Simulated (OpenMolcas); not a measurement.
V4+ (d1) among equal point charges was computed by CASSCF with the d shell active (OpenMolcas, ANO-RCC-VDZP on the metal). Its lowest spin-free states, and all those of the highest spin:

```json
{"2S+1": "2", "Degeneracy": "2", "E (cm-1)": "0.0"}
{"2S+1": "2", "Degeneracy": "1", "E (cm-1)": "3858"}
{"2S+1": "2", "Degeneracy": "2", "E (cm-1)": "6741"}
```

Task: Is the site octahedral, tetrahedral or cube-like, axial, or of lower symmetry?

Result: The states with 2S+1 = 2 have orbital degeneracies 2, 1, 2. There are pairs but no triples, so the site is axial: not cubic, but with a proper or improper axis of order three or more. The run had V4+ among 6 point charges of -2 e arranged as a trigonal antiprism (D3d), 1.94 Å from the ion, with a polar angle of 49.8° against the regular 54.74°.

An orbital doublet at a regular site is open to a Jahn-Teller distortion, which this geometry leaves out. Point charges carry no covalency, so the field is a model and not that of real ligands. No measured value stands beside these numbers.
